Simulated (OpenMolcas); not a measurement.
V2+ (d3) among equal point charges was computed by CASSCF with the d shell active (OpenMolcas, ANO-RCC-VDZP on the metal). Its lowest spin-free states, and all those of the highest spin:

```csv
2S+1,Degeneracy,E (cm-1)
4,1,0.0
4,3,4489
4,3,7998
2,2,16051
2,3,16728
2,1,18555
2,3,19867
4,3,20051
2,3,22100
2,3,22368
2,2,23923
2,3,26005
```

**Question.** Is the site octahedral, tetrahedral or cube-like, axial, or of lower symmetry?

**Answer.** The states with 2S+1 = 4 have orbital degeneracies 1, 3, 3, 3. Threefold states need a cubic site. For d3 at this spin an octahedron puts the single A2 below the threefold T2 and a tetrahedron or cube puts the threefold T1 below the threefold T2, so the site is octahedral. The first gap at this spin, 4490 cm-1, is |10Dq| in ligand-field theory. The run had V2+ among 6 point charges of -1 e arranged as an octahedron (Oh), 2 Å from the ion.

Without dynamic correlation the repulsion within the d shell is too large (B by tens of per cent), so at a given field states of lower spin stand too high. This is an electrostatic model: the charges have no orbitals. No measured value stands beside these numbers.
